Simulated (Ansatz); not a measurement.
The first iterations of a band of ClF2H3O2W + ClH (11 atoms, charge 0, multiplicity 1).

Method: RKS revPBE-D4/def2-SVP (Ansatz 0.2.0).

* movable images: 5
* climbing image: yes
* spring: 5.0 eV/Å²
* optimiser: quadratic models (default)
* start path: through a guess of the saddle point
* force threshold: 0.05 eV/Å
* iteration limit: 60
* end points: relaxed

Initial state:

```xyz
11
Properties=species:S:1:pos:R:3
W -0.036 -0.059 -0.435
F 0.110 0.345 1.513
O 1.823 0.110 -0.266
H 2.365 0.413 0.514
O -0.354 1.720 -0.943
H -1.173 2.237 -1.048
H -1.609 0.159 0.221
F -0.338 -1.835 0.084
Cl -0.548 -0.773 -2.566
Cl 2.774 1.078 2.535
H 1.491 0.773 2.359
```

Final state:

```xyz
11
Properties=species:S:1:pos:R:3
W -0.106 -0.030 -0.446
F 2.881 0.737 1.985
O 1.731 0.076 -0.220
H 2.303 0.324 0.581
O -0.421 1.735 -0.982
H -1.202 2.307 -1.085
H -1.616 0.205 0.309
F -0.416 -1.788 0.126
Cl -0.615 -0.787 -2.566
Cl 0.014 0.621 1.991
H 1.952 0.767 2.275
```

| iteration | highest image above the first end (eV) | largest band force component (eV/Å) |
| --- | --- | --- |
| 1 | 41.322 | 148.387 |
| 2 | 17.895 | 43.110 |
| 3 | 9.780 | 25.629 |
| 4 | 3.961 | 12.364 |
| 5 | 2.093 | 5.736 |
| 6 | 1.290 | 2.604 |
| 7 | 1.053 | 2.254 |

Does the band converge within its limit, and where does its top end?

It converged. It ended after 21 iterations with the highest image 0.678 eV above the first end. A vibrational analysis at the climbing image gives one clearly imaginary mode, 223i cm⁻¹, and a faint second one (15i cm⁻¹) that may be numerical noise or a soft torsion: probably a first-order saddle point. The orbitals stay closed-shell, which can raise the energy where a bond breaks towards radicals; this wasn't checked here.

The run took 4.8 min on 4 threads of Arm Neoverse V2, with other jobs on the host, peak memory 0.24 GiB.
